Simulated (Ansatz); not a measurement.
Cartesian coordinates (Å):
SMILES: [F][InH][F]
```xyz
4

F      1.6087    -0.9295    -0.0070
In    -0.0073     0.1590     0.0000
F     -1.5171    -1.0725     0.0070
H     -0.0843     1.8431     0.0000
```
Charge 0, multiplicity 1.

All values below come from frozen-core CCSD(T)/def2-TZVPP // B3LYP-D3(BJ)/def2-TZVP (Ansatz, an electronic-structure program).

The HF energy is -388.80838 Ha and the MP2 correlation energy is -0.78876 Ha.

Task: Estimate the CCSD correlation energy, the (T) correction, the total energy and the T1 diagnostic.

Result: 
```yaml
CCSD correlation energy: -0.78496 Ha
"(T) correction": -0.02277 Ha
CCSD(T) total energy: -389.61612 Ha
T1 diagnostic: 0.017
```
